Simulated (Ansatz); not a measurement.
Computed with Ansatz on PBE0-D4/def2-TZVP structures; ΔE is electronic, products minus reactants. CBS: MP2 limit from def2 TZ/QZ plus the TZ coupled-cluster correction, frozen cores. This one scheme is used for every species. Each species was taken in one conformer, which may not be the lowest.

`O=CB(O)[SiH3]` + CH₄ → `CB(O)C=O` + SiH₄  (formal exchange of groups at a B–Si bond)

| level | ΔE (kcal/mol) |
| --- | --- |
| MP2/def2-SVP | -8.2 |
| CCSD/def2-SVP | -7.6 |

What does CCSD(T)/CBS give? (An estimate is asked.)

Ansatz gave: -6.7 kcal/mol. The listed levels differ from it by -1.5, -0.9 kcal/mol.

Largest T1 diagnostic among the species: 0.016.

From PBE to PBE0 (25 % exact exchange), in def2-TZVPP and without D4, ΔE moves by −1.2 kcal/mol. In def2-TZVPP, CCSD(T) changes the Hartree–Fock value by +2.7 kcal/mol (the triples alone add +0.5 kcal/mol) and MP2 by +1.7 kcal/mol.
